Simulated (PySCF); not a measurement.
Isomers of C5H4F3NO.

All values: PBE0/pcSseg-1 (PySCF) at GFN2-xTB geometries, gas phase, one conformer each.

Question: Rank by HOMO–LUMO gap, lowest first.
A. `[CH3:1][O:2]/[C:3]([C:4]#[N:5])=[CH:6]\[C:7]([F:8])([F:9])[F:10]` with C1–O2–C3–C4 -1°
B. `[H]/[N:4]=[CH:3]\[C:2](=[CH2:1])[C:5](=[O:6])[C:7]([F:8])([F:9])[F:10]` with C1–C2–C3–N4 34°, C1–C2–C5–O6 5°
C. `[NH2:1][C:2](=[O:3])/[CH:4]=[CH:5]/[C:6]([F:7])=[C:8]([F:9])[F:10]` with H–N1–C2–O3 0° and 180°, N1–C2–C4–C5 180°, C4–C5–C6–F7 0°
D. `[H]/[N:4]=[C:3](\[CH:2]=[CH2:1])[C:5](=[O:6])[C:7]([F:8])([F:9])[F:10]` with C1–C2–C3–N4 13°, C2–C3–C5–O6 -12°
E. `Cc1cc(C(F)(F)F)on1`
F. `[N:1]#[C:2][C:3]1([O:4][C:5]([F:6])([F:7])[F:8])[CH2:9][CH2:10]1` with C2–C3–O4–C5 71°

Answer: B (4.86 eV), D (5.09 eV), C (5.27 eV), A (5.83 eV), E (7.23 eV), F (8.83 eV).

Question: Rank by the highest Hirshfeld charge on any atom, lowest value first.
A. `[NH2:1][C:2](=[O:3])/[CH:4]=[CH:5]/[C:6]([F:7])=[C:8]([F:9])[F:10]` with H–N1–C2–O3 0° and 180°, N1–C2–C4–C5 180°, C4–C5–C6–F7 0°
B. `[N:1]#[C:2][C:3]1([O:4][C:5]([F:6])([F:7])[F:8])[CH2:9][CH2:10]1` with C2–C3–O4–C5 71°
C. `[H]/[N:4]=[CH:3]\[C:2](=[CH2:1])[C:5](=[O:6])[C:7]([F:8])([F:9])[F:10]` with C1–C2–C3–N4 34°, C1–C2–C5–O6 5°

Answer: A (+0.166 e), C (+0.254 e), B (+0.313 e).

Question: Rank by the lowest IAO charge on any atom, lowest value first.
A. `CC1=NOC(C(F)(F)F)=C1`
B. `[N:1]#[C:2][C:3]1([O:4][C:5]([F:6])([F:7])[F:8])[CH2:9][CH2:10]1` with C2–C3–O4–C5 71°
C. `[NH2:1][C:2](=[O:3])/[CH:4]=[CH:5]/[C:6]([F:7])=[C:8]([F:9])[F:10]` with H–N1–C2–O3 0° and 180°, N1–C2–C4–C5 180°, C4–C5–C6–F7 0°
D. `[CH2:1]=[C:2]([CH2:3][C:4]#[N:5])[O:6][C:7]([F:8])([F:9])[F:10]` with C1–C2–C3–C4 82°, C1–C2–O6–C7 -3°
E. `[H]/[N:4]=[C:3](\[CH:2]=[CH2:1])[C:5](=[O:6])[C:7]([F:8])([F:9])[F:10]` with C1–C2–C3–N4 13°, C2–C3–C5–O6 -12°
F. `[CH3:1][O:2]/[C:3]([C:4]#[N:5])=[CH:6]\[C:7]([F:8])([F:9])[F:10]` with C1–O2–C3–C4 -1°

Answer: C (-0.508 e), A (-0.437 e), E (-0.386 e), D (-0.360 e), B (-0.339 e), F (-0.296 e).

All values together:

| SMILES | μ (D) | HOMO (eV) | LUMO (eV) | lowest IAO charge (e) | highest IAO charge (e) | lowest Hirshfeld charge (e) | highest Hirshfeld charge (e) |
| --- | --- | --- | --- | --- | --- | --- | --- |
| N#CC1(OC(F)(F)F)CC1 | 4.31 | -9.11 | -0.27 | -0.339 (O) | +0.951 (C) | -0.200 (N) | +0.313 (C) |
| [H]/N=C(\C=C)C(=O)C(F)(F)F | 4.45 | -8.17 | -3.08 | -0.386 (N) | +0.770 (C) | -0.188 (N) | +0.248 (C) |
| C=C(CC#N)OC(F)(F)F | 3.68 | -8.35 | -0.79 | -0.360 (C) | +0.954 (C) | -0.218 (N) | +0.319 (C) |
| Cc1cc(C(F)(F)F)on1 | 3.62 | -8.44 | -1.21 | -0.437 (C) | +0.807 (C) | -0.107 (C) | +0.260 (C) |
| CO/C(C#N)=C\C(F)(F)F | 2.10 | -7.98 | -2.14 | -0.296 (O) | +0.808 (C) | -0.181 (N) | +0.255 (C) |
| NC(=O)/C=C/C(F)=C(F)F | 3.07 | -7.19 | -1.91 | -0.508 (O) | +0.528 (C) | -0.297 (O) | +0.166 (C) |
| [H]/N=C\C(=C)C(=O)C(F)(F)F | 2.81 | -7.96 | -3.11 | -0.403 (N) | +0.762 (C) | -0.215 (N) | +0.254 (C) |

Conformers: `[N:1]#[C:2][C:3]1([O:4][C:5]([F:6])([F:7])[F:8])[CH2:9][CH2:10]1` with C2–C3–O4–C5 71°; `[H]/[N:4]=[C:3](\[CH:2]=[CH2:1])[C:5](=[O:6])[C:7]([F:8])([F:9])[F:10]` with C1–C2–C3–N4 13°, C2–C3–C5–O6 -12°; `[CH2:1]=[C:2]([CH2:3][C:4]#[N:5])[O:6][C:7]([F:8])([F:9])[F:10]` with C1–C2–C3–C4 82°, C1–C2–O6–C7 -3°; `[CH3:1][O:2]/[C:3]([C:4]#[N:5])=[CH:6]\[C:7]([F:8])([F:9])[F:10]` with C1–O2–C3–C4 -1°; `[NH2:1][C:2](=[O:3])/[CH:4]=[CH:5]/[C:6]([F:7])=[C:8]([F:9])[F:10]` with H–N1–C2–O3 0° and 180°, N1–C2–C4–C5 180°, C4–C5–C6–F7 0°; `[H]/[N:4]=[CH:3]\[C:2](=[CH2:1])[C:5](=[O:6])[C:7]([F:8])([F:9])[F:10]` with C1–C2–C3–N4 34°, C1–C2–C5–O6 5°.
